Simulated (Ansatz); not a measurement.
`N[Si](F)(F)Br` and `N[SiH](F)F` differ in one atom or group.

Ansatz, PBE0-D4/def2-TZVP geometries, multiplicity 1. Each molecule was computed in one conformer, which needn't be the lowest.

Scalar relativity is left out up to krypton. Spin–orbit coupling is left out; it splits and shifts lone-pair levels of the heavy atoms by tenths of an eV.

```tsv
property	`N[Si](F)(F)Br`
LUMO energy (B3LYP/def2-TZVPP) / eV	-0.01
LUMO energy (ωB97M-V/def2-TZVPP) / eV	1.90
size of the dipole moment (ωB97M-V/def2-TZVPP) / D	2.69
HOMO–LUMO gap (ωB97M-V/def2-TZVPP) / eV	12.71
size of the dipole moment (B3LYP/def2-TZVPP) / D	2.69
HOMO energy (PBE0/def2-TZVPP) / eV	-8.47
```

(1) Give the same properties after the change, and the shifts. (An estimate is asked.)

## Answers

(1) Computed: 
| property | `N[SiH](F)F` | shift |
| --- | --- | --- |
| LUMO energy (B3LYP/def2-TZVPP) / eV | 0.37 | 0.38 |
| LUMO energy (ωB97M-V/def2-TZVPP) / eV | 2.15 | 0.25 |
| size of the dipole moment (ωB97M-V/def2-TZVPP) / D | 2.53 | -0.16 |
| HOMO–LUMO gap (ωB97M-V/def2-TZVPP) / eV | 12.96 | 0.25 |
| size of the dipole moment (B3LYP/def2-TZVPP) / D | 2.55 | -0.14 |
| HOMO energy (PBE0/def2-TZVPP) / eV | -8.38 | 0.09 |

With PBE0 the HOMO rises by 0.09 eV and the LUMO rises by 0.40 eV, so the gap widens by about 0.31 eV. PBE moves the HOMO by 0.13 eV and ωB97M-V by 0.00 eV. Dipoles are sizes alone; their direction can turn.

Positive LUMOs are unbound, so they and the gaps depend on the basis.

B3LYP here is the variant with VWN-RPA as its local correlation; programs differ in this.
